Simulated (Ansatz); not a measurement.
BCl$_{3}$H$_{2}$O$_{3}$Si, SMILES `OB(O)O[Si](Cl)(Cl)Cl`, relaxed with RKS PBE0-D4/def2-TZVP in Ansatz from a GFN2-xTB geometry. The force threshold is 0.005 eV/Å; the program also tests the step.

Charge 0, multiplicity 1.

Start:

```xyz
10

O     1.531   -0.430    0.956
B     0.335   -0.907    0.562
O    -0.057   -2.157    0.883
O    -0.488   -0.099   -0.171
Si   -0.557    1.357   -0.855
Cl    0.372    1.273   -2.630
Cl   -2.524    1.652   -1.091
Cl    0.249    2.773    0.308
H     2.058   -1.040    1.472
H    -0.921   -2.421    0.566
```

```
        step  energy (eV)  largest force (eV/Å)  largest move (Å)
           1  -52287.4675                 0.673             0.000
           2  -52287.5141                 0.346             0.102
           3  -52287.5189                 0.155             0.022
           4  -52287.5236                 0.088             0.034
           5  -52287.5265                 0.120             0.050
           6  -52287.5286                 0.103             0.098
           7  -52287.5324                 0.096             0.077
8 (rejected)  -52287.5299                 0.241             0.133
           9  -52287.5359                 0.024             0.066
          10  -52287.5373                 0.015             0.045
          11  -52287.5376                 0.070             0.091
          12  -52287.5379                 0.033             0.015
          13  -52287.5382                 0.007             0.011
          14  -52287.5382                 0.001             0.005
          15  -52287.5382                 0.004             0.010
```

End:

```xyz
10

O     1.599   -0.489    0.631
B     0.319   -0.926    0.534
O    -0.048   -2.134    1.039
O    -0.617   -0.127   -0.088
Si   -0.594    1.323   -0.797
Cl    0.664    1.335   -2.383
Cl   -2.477    1.696   -1.438
Cl   -0.041    2.763    0.515
H     2.173   -1.114    1.079
H    -0.979   -2.327    0.907
```

Run time 31 s (2 threads of an AMD EPYC 7R13 on a shared host and a share of an NVIDIA H100 80 GB); peak host memory 1 GiB.
